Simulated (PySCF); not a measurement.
C₄H₈O₂S.

```xyz
15

O      1.7307     0.9536    -0.4952
S      0.6094     0.4094     0.2632
O      0.5213     0.5847     1.7120
C     -0.9843     0.9297    -0.4622
C     -1.6491    -0.3453    -0.9745
C     -1.1194    -1.5214    -0.1435
C      0.3883    -1.3532    -0.0961
H     -1.5282     1.4016     0.3672
H     -0.7631     1.6750    -1.2365
H     -2.7451    -0.2714    -0.9260
H     -1.3817    -0.5027    -2.0317
H     -1.4100    -2.4900    -0.5755
H     -1.5246    -1.4786     0.8806
H      0.9043    -1.9050     0.7004
H      0.8699    -1.5447    -1.0663
```
Charge 0, spin multiplicity 1.

The structure is a stationary point at PBE0-D3(BJ)/def2-SVP. The values are those of a single conformer.

Method: B3LYP/pcSseg-1 (PySCF). Non-relativistic, no solvent.

Computed absolute GIAO shielding of each atom: isotropic value and principal components (ppm):
| atom | σ(iso) | σ11 | σ22 | σ33 | span |
|---|---|---|---|---|---|
| O1 | 83.9 | 30.5 | 55.8 | 165.2 | 134.7 |
| S2 | 127.9 | 12.2 | 143.1 | 228.4 | 216.2 |
| O3 | 84.3 | 19.3 | 97.5 | 136.1 | 116.8 |
| C4 | 118.9 | 85.1 | 104.6 | 167.1 | 82.1 |
| C5 | 152.5 | 134.4 | 155.2 | 167.7 | 33.3 |
| C6 | 152.8 | 137.2 | 157.0 | 164.2 | 27.0 |
| C7 | 119.3 | 93.0 | 108.2 | 156.7 | 63.6 |
| H8 | 28.7 | 25.6 | 27.9 | 32.5 | 7.0 |
| H9 | 28.5 | 25.8 | 27.4 | 32.3 | 6.5 |
| H10 | 29.3 | 24.9 | 26.6 | 36.3 | 11.4 |
| H11 | 29.6 | 25.3 | 27.7 | 35.8 | 10.5 |
| H12 | 29.5 | 25.2 | 26.8 | 36.5 | 11.3 |
| H13 | 29.5 | 25.9 | 27.3 | 35.3 | 9.4 |
| H14 | 28.6 | 26.6 | 27.0 | 32.3 | 5.7 |
| H15 | 29.0 | 25.6 | 27.9 | 33.5 | 7.9 |
